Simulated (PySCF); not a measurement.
PySCF 2.14 output of an unrestricted r2SCANh calculation on a single atom or ion in aug-cc-pVTZ-DK, with the spin-free X2C one-electron Hamiltonian (Gaussian nucleus):

```
SCF conv_tol = 1e-09
number electrons alpha = 2  beta = 1
    M. Bursch, H. Neugebauer, S. Ehlert, and S. Grimme.,  J. Chem. Phys. 156, 134105 (2022)
cycle= 1 E= -7.47970426493883  delta_E= -0.000259  |g|= 0.00276  |ddm|= 0.119
cycle= 2 E= -7.4797094913286  delta_E= -5.23e-06  |g|= 0.000406  |ddm|= 0.0207
cycle= 3 E= -7.47970969491336  delta_E= -2.04e-07  |g|= 6.99e-05  |ddm|= 0.00435
cycle= 4 E= -7.4797097005363  delta_E= -5.62e-09  |g|= 8.36e-06  |ddm|= 0.000955
cycle= 5 E= -7.47970970060772  delta_E= -7.14e-11  |g|= 2.74e-07  |ddm|= 0.000145
converged SCF energy = -7.47970970060772  <S^2> = 0.75001509  2S+1 = 2.0000151
```

The run itself started from symmetry-adapted Hartree-Fock orbitals and held the occupation by maximum overlap, on a logarithmic radial grid, so the iterations belong to that start.

Question: Which element, charge and spin multiplicity is this?

Answer: Li (lithium, neutral), multiplicity 2; the state was [He] 2s1, 2S determinant.
